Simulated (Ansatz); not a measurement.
Z-matrix (Å, degrees):
```
B
O 1 1.613
C 1 1.639 2 96.9
H 1 1.206 2 106.3 3 118.8
H 1 1.206 2 106.3 3 -118.8
C 2 1.243 1 108.4 3 0.1
O 3 1.490 1 104.4 2 -0.1
H 3 1.090 1 116.4 2 114.7
H 3 1.090 1 116.4 2 -114.9
O 6 1.308 2 122.3 1 180.0
H 10 0.966 6 108.1 2 -0.0
```

The species carries charge 0 and has multiplicity 1. The bonds changed during the relaxation, so this is another structure than the one it started from.

(1) List the ωB97M-V/def2-TZVPP orbital energies in eV (the Gaussian-basis code of Ansatz). (Estimate.)

Answers

(1) Ansatz gave: Occupied: -528.92, -528.41, -527.73, -287.74, -282.44, -186.72, -36.51, -33.88, -32.87, -23.72, -20.85, -19.72, -18.88, -18.17, -16.08, -15.71, -15.12, -14.14, -13.63, -12.94, -12.57, -10.95, -9.97. Lowest empty: 1.54, 2.31, 2.74, 3.05, 3.68, 4.01, 4.97, 5.22.
